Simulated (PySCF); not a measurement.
## Stationary points of ICl₄

These are results of B3LYP in PySCF with I def2-SVP with ECP28, Cl def2-SVP; scalar-relativistic core potentials, no spin–orbit coupling; density-fitted integrals, not measurements.

Relaxations began from a few typed shapes; open shells are unrestricted. The search is not exhaustive: other isomers or separated fragments can lie lower, and high-lying points may rest on an excited occupation.

| spin | group | bonds | angles | imaginary modes (cm⁻¹) | ΔE (kJ/mol) | ΔE with ZPE (kJ/mol) |
| --- | --- | --- | --- | --- | --- | --- |
| doublet | C4v | I–Cl 2.490 Å (×4) | Cl–I–Cl 89.3° (×4), Cl–I–Cl 167.0° (×2) | none | 0.0 | 0.0 |
| doublet | D4h | I–Cl 2.500 Å (×4) | Cl–I–Cl 90.0° (×4), Cl–I–Cl 180.0° (×2) | 121i | 5.0 | – |

The lowest minimum found is the doublet C4v: I–Cl 2.490 Å (×4); Cl–I–Cl 89.3° (×4), Cl–I–Cl 167.0° (×2).

For the lowest minimum: spin–orbit coupling, left out here, can matter for elements this heavy.
